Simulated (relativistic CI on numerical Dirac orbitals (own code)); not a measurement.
## Electric-dipole transitions in Ru VIII

Calculated at this level of theory: Dirac-Coulomb-Breit CI, orbitals from a KLI potential per configuration, model QED (radiative potential, 1s self-energy scaled to tabulated hydrogen-like ionisation energies), unscaled Slater integrals (own radial code, finite nucleus).

CI space (outside the closed core [Ar] 3d10): 4s2 4p6 4d, 4s2 4p6 5s, 4s2 4p6 4f, 4s2 4p5 4d2, 4s2 4p6 5p, 4s 4p6 4d2, 4s2 4p6 5d, 4s2 4p5 4d 4f, 4s2 4p6 6s, 4s2 4p6 6p, 4s2 4p6 5f, 4s2 4p5 4d 5s, 4s2 4p6 6d, 4s2 4p6 5g, 4s 4p6 4d 4f, 4s2 4p6 7s, 4s2 4p6 7p, 4s2 4p6 6f, 4s2 4p5 4d 5p, 4s2 4p6 8s, 4s 4p6 5s2, 4s2 4p5 4d 5d, 4s 4p6 4d 5s, 4p6 4d3, 4p5 4d4. Double excitations out of closed p, d and f shells are left out; levels of such configurations are missing from the list, as are those of other unlisted configurations, and high levels can miss mixing partners. These lack a partner that the ground configuration has and come out too high: 4s2 4p5 4d 4f, 4s2 4p5 4d 5s, 4s2 4p5 4d 5p, 4s2 4p5 4d 5d.

| λ vac (Å) | Lower | Upper | A (s⁻¹) | log gf | S velocity/length |
| --- | --- | --- | --- | --- | --- |
| 170.91 | 4s2 4p6 4d 2D_3/2 [1] | 4s2 4p6 5f 2F°_5/2 [58] | 7.41e+10 | 0.29 | 0.54 |
| 171.88 | 4s2 4p6 4d 2D_5/2 [2] | 4s2 4p6 5f 2F°_7/2 [59] | 9.29e+10 | 0.52 | 0.55 |
| 187.10 | 4s2 4p6 4d 2D_3/2 [1] | 4s2 4p5 4d2 2D°_3/2 [55] | 4.97e+11 | 1.02 | 0.57 |
| 187.23 | 4s2 4p6 5s 2S_1/2 [3] | 4s2 4p5 4d 5s 2P°_3/2 [190] | 4.66e+11 | 0.99 | 0.56 |
| 187.28 | 4s2 4p6 5s 2S_1/2 [3] | 4s2 4p5 4d 5s 2P°_1/2 [189] | 4.67e+11 | 0.69 | 0.55 |
| 187.63 | 4s2 4p6 5p 2P°_3/2 [5] | 4s2 4p5 4d 5p 2D_5/2 [325] | 4.32e+11 | 1.14 | 0.56 |
| 188.12 | 4s2 4p6 5p 2P°_1/2 [4] | 4s2 4p5 4d 5p 2P_3/2 [317] | 3.77e+11 | 0.90 | 0.56 |
| 188.36 | 4s2 4p6 5p 2P°_1/2 [4] | 4s2 4p5 4d 5p 2P_1/2 [313] | 2.63e+11 | 0.45 | 0.55 |
| 188.72 | 4s2 4p6 4d 2D_5/2 [2] | 4s2 4p5 4d2 2D°_5/2 [54] | 5.16e+11 | 1.22 | 0.57 |
| 189.38 | 4s2 4p6 5p 2P°_3/2 [5] | 4s2 4p5 4d 5p 2P_3/2 [319] | 3.20e+11 | 0.84 | 0.56 |
| 192.00 | 4s2 4p6 4d 2D_5/2 [2] | 4s2 4p5 4d2 2P°_3/2 [53] | 3.28e+11 | 0.86 | 0.73 |
| 193.17 | 4s2 4p6 4d 2D_3/2 [1] | 4s2 4p5 4d2 2P°_1/2 [52] | 3.55e+11 | 0.60 | 0.73 |
| 199.34 | 4s2 4p6 4d 2D_5/2 [2] | 4s2 4p5 4d2 2F°_7/2 [50] | 3.32e+11 | 1.20 | 0.65 |
| 202.05 | 4s2 4p6 4d 2D_3/2 [1] | 4s2 4p5 4d2 2F°_5/2 [49] | 3.34e+11 | 1.09 | 0.65 |
| 234.98 | 4s2 4p5 4d2 2H°_9/2 [29] | 4s2 4p5 4d 4f 2I_11/2 [292] | 1.37e+11 | 1.13 | 0.78 |
| 235.14 | 4s2 4p5 4d2 4D°_7/2 [9] | 4s2 4p5 4d 4f 4F_9/2 [209] | 5.34e+10 | 0.65 | 0.76 |
| 235.18 | 4s2 4p5 4d2 2H°_11/2 [24] | 4s2 4p5 4d 4f 2I_13/2 [255] | 1.92e+11 | 1.35 | 0.80 |
| 237.21 | 4s2 4p5 4d2 2G°_7/2 [42] | 4s2 4p5 4d 4f 2H_9/2 [336] | 1.82e+11 | 1.19 | 0.72 |
| 237.89 | 4s2 4p5 4d2 2G°_9/2 [44] | 4s2 4p5 4d 4f 2H_11/2 [339] | 1.86e+11 | 1.28 | 0.75 |
| 238.09 | 4s2 4p5 4d2 4D°_7/2 [35] | 4s2 4p5 4d 4f 2G_9/2 [300] | 1.16e+11 | 0.99 | 0.69 |
| 240.78 | 4s2 4p5 4d2 4G°_5/2 [16] | 4s2 4p5 4d 4f 4H_7/2 [215] | 6.71e+10 | 0.67 | 0.86 |
| 242.86 | 4s2 4p5 4d2 4G°_11/2 [12] | 4s2 4p5 4d 4f 4H_13/2 [203] | 1.34e+11 | 1.22 | 0.88 |
| 242.92 | 4s2 4p5 4d2 4G°_9/2 [13] | 4s2 4p5 4d 4f 4H_11/2 [205] | 1.17e+11 | 1.09 | 0.88 |
| 243.07 | 4s2 4p5 4d2 2G°_7/2 [32] | 4s2 4p5 4d 4f 2H_9/2 [267] | 1.24e+11 | 1.04 | 0.81 |
| 243.66 | 4s2 4p5 4d2 4F°_9/2 [21] | 4s2 4p5 4d 4f 4G_11/2 [223] | 9.01e+10 | 0.98 | 0.80 |
| 243.91 | 4s2 4p5 4d2 4F°_7/2 [22] | 4s2 4p5 4d 4f 4G_9/2 [224] | 1.12e+11 | 1.00 | 0.82 |
| 244.08 | 4s2 4p5 4d2 4G°_7/2 [15] | 4s2 4p5 4d 4f 4H_9/2 [206] | 5.36e+10 | 0.68 | 0.88 |
| 244.50 | 4s2 4p5 4d2 4F°_9/2 [21] | 4s2 4p5 4d 4f 2H_11/2 [218] | 5.77e+10 | 0.79 | 0.80 |
| 246.49 | 4s2 4p5 4d2 2G°_9/2 [36] | 4s2 4p5 4d 4f 2H_11/2 [272] | 9.52e+10 | 1.02 | 0.84 |
| 764.86 | 4s2 4p6 5p 2P°_3/2 [5] | 4s2 4p6 5d 2D_5/2 [47] | 7.32e+09 | 0.59 | 0.97 |

Terms are leading LS components. Brackets give the number of a level in order of energy, since labels repeat. The list gives strong lines, with weight on those to low levels, among the lowest 369 of 629 levels, so that lines to higher ones, which can be the strongest, are missing. Levels whose partners in the same complex of configurations lie outside the list can be far off, and so can their lines. Rates are taken at the computed energies, electric ones in the length gauge. A velocity-to-length ratio far from 1 marks an uncertain rate.

At this charge configurations can still be misplaced by up to about 7 % of their energy.

LS names give the leading component of a level, which can be under half, so a name can repeat, a term be missing and a line seem to break the LS rules.
